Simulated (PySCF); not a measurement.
TPSS on Hf⁻ (hafnium, charge -1), [Xe] 4f14 5d3 6s2, high-spin 4F determinant. All numbers are calculated (PySCF 2.14, scalar relativity through the core potential, in aug-cc-pVTZ-PP with one added diffuse shell each of s, p, d, f, g type with ECP60MDF (7s7p6d4f3g, 113 functions)).

```
cycle= 1 E= -48.4347030619655  delta_E= -0.0203  |g|= 0.0627  |ddm|= 1.11
cycle= 2 E= -48.1802727121364  delta_E= 0.254  |g|= 0.382  |ddm|= 5.03
cycle= 3 E= -48.407374516897  delta_E= -0.227  |g|= 0.159  |ddm|= 5.25
cycle= 4 E= -48.4437346850632  delta_E= -0.0364  |g|= 0.0119  |ddm|= 0.643
cycle= 5 E= -48.4427861697585  delta_E= 0.000949  |g|= 0.0185  |ddm|= 0.486
cycle= 6 E= -48.4434050256218  delta_E= -0.000619  |g|= 0.00624  |ddm|= 0.0844
cycle= 7 E= -48.4434777922015  delta_E= -7.28e-05  |g|= 0.000889  |ddm|= 0.0423
cycle= 8 E= -48.443478650043  delta_E= -8.58e-07  |g|= 0.000317  |ddm|= 0.0036
cycle= 9 E= -48.4434787831876  delta_E= -1.33e-07  |g|= 8.91e-05  |ddm|= 0.00114
cycle= 10 E= -48.4434787960523  delta_E= -1.29e-08  |g|= 7.5e-06  |ddm|= 0.000324
cycle= 11 E= -48.4434787961552  delta_E= -1.03e-10  |g|= 4.85e-07  |ddm|= 3.34e-05
converged SCF energy = -48.4434787961552  <S^2> = 3.772106  2S+1 = 4.0110378
```

Highest occupied orbital energy: 1.897 eV; ⟨L²⟩ = 12.03; populations by l: s 4.00, p 6.00, d 3.00, f 0.00.

Task: Can this result be used?

Result: With care. The run converged. Energies and moments cover only the electrons outside the core potential. Spin-orbit coupling, absent here, splits the open shell strongly. The configuration of this anion was assumed by filling the next shell in order. It is not the known or likely ground configuration (Ca⁻, Sr⁻ and Ba⁻, for instance, bind a p electron), so these values are not the electron affinity of the element. At TPSS the highest occupied level has a positive energy, so only the finite basis holds that electron.
